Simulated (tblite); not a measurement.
Run record: tight-binding relaxation, `C1P(CCC=1OC)CSC`.

Computed with GFN2-xTB geometry optimisation, gas phase (tblite 0.8.0). Start geometry: from a force field or distance geometry. The command runs a driver script over a list of jobs; the input below is this job's line of settings and its coordinates in Å.

Command:
```bash
OMP_NUM_THREADS=1 python probes_run.py task.json out
```

Input:
```
{"job": {"kind": "relax", "xc": "GFN2-xTB", "basis": "xTB"}, "charge": 0, "multiplicity": 1}
C     -4.004000     0.538000     0.036800
O     -3.128000    -0.404100    -0.468700
C     -1.720200    -0.136400    -0.459600
C     -1.252100     0.877700     0.236800
P      0.568400     0.977900     0.052400
C      1.457500     0.529700     1.605100
S      3.201300     0.971600     1.419800
C      4.059500    -0.014100     0.172200
C      0.638200    -0.528700    -1.062900
C     -0.773600    -0.886100    -1.197100
H     -5.059900     0.136600    -0.017500
H     -3.993800     1.468200    -0.567000
H     -3.822600     0.857200     1.104800
H     -1.785400     1.582000     0.883400
H      1.066900     1.058300     2.489900
H      1.300600    -0.561200     1.783500
H      3.407600    -0.281300    -0.697600
H      4.904700     0.604300    -0.198700
H      4.473200    -0.920100     0.669800
H      1.229100    -1.303800    -0.520100
H      1.145900    -0.202800    -1.986700
H     -0.884800    -1.984300    -0.985200
H     -1.033100    -0.805600    -2.283200
```

Output:
```
step      E/eV     max force
  0    -853.69484    5.366
  1    -854.37495    1.601
  2    -854.49418    0.988
  3    -854.60126    0.531
  4    -854.63045    0.402
  5    -854.66584    0.479
  6    -854.68922    0.362
  7    -854.71349    0.368
  8    -854.73341    0.318
  9    -854.75398    0.405
... (87 lines left out)
 97    -854.95513    0.011
 98    -854.95517    0.017
 99    -854.95524    0.027
100    -854.95532    0.028
101    -854.95540    0.033
102    -854.95548    0.031
103    -854.95554    0.020
104    -854.95559    0.017
105    -854.95561    0.011
106    -854.95563    0.008
```

«max force» is the largest atomic force in eV/Å.

Task: From which step on does the largest force stay under 0.1 eV/Å, and how much energy is left to gain from there?

Result: From step 46 (0.082 eV/Å), 19.3 meV above the end.

Summary of the converged run: energy lowered by 29.1 kcal/mol over 106 steps; largest atomic force 0.008 eV/Å at the end.

Task: Where do the atoms end?

Result: 0.389 Å rms from the input after alignment:
```
atom  x, y, z in Å
C1    -3.8174    0.4844    0.2527
O2    -2.9659   -0.3743   -0.4697
C3    -1.6517   -0.0578   -0.5017
C4    -1.0235    0.9606    0.0906
P5     0.7429    1.0508   -0.2804
C6     1.3547    0.5691    1.4315
S7     3.1065    0.9552    1.7209
C8     3.8457    0.1020    0.3041
C9     0.6581   -0.6377   -1.1022
C10   -0.8142   -0.9812   -1.3424
H11   -4.8181    0.0663    0.1615
H12   -3.8006    1.4960   -0.1645
H13   -3.5322    0.5270    1.3084
H14   -1.4949    1.7370    0.6691
H15    0.8135    1.1742    2.1604
H16    1.1788   -0.4896    1.6401
H17    3.4102    0.4986   -0.6110
H18    4.9104    0.3082    0.3309
H19    3.6704   -0.9676    0.3851
H20    1.1317   -1.3770   -0.4526
H21    1.2171   -0.6159   -2.0393
H22   -1.0412   -2.0191   -1.0906
H23   -1.0850   -0.8364   -2.3910
```

Time: 1.1 s wall. Hardware: an Arm Neoverse V1 with one thread, shared host with 64 logical CPUs at a one-minute load of 22.
Labels such as C1 count atoms from 1, the log's own numbers from 0.
